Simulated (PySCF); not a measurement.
This script is equivalent to a calculation on C³⁺ (carbon, charge +3).

```python
from pyscf import gto, scf, dft, mp, cc
import basis_set_exchange as bse
mol = gto.M(atom="C 0 0 0", charge=3, spin=1, symmetry="D2h",
            basis=gto.basis.parse(bse.get_basis("pcseg-2", elements=["C"], fmt="nwchem", header=False)))
mf = scf.UHF(mol)
mf.irrep_nelec = {'Ag': (2, 1)}
mf.kernel()
```

Task: What total energy does it give?

Result: -34.71930 hartree (calculated).

Task: Which occupied shell lies highest, and where?

Result: 2s α, at -64.243 eV.

Task: What is ⟨S²⟩, and what would a pure spin state give?

Result: 0.750, against 0.75.
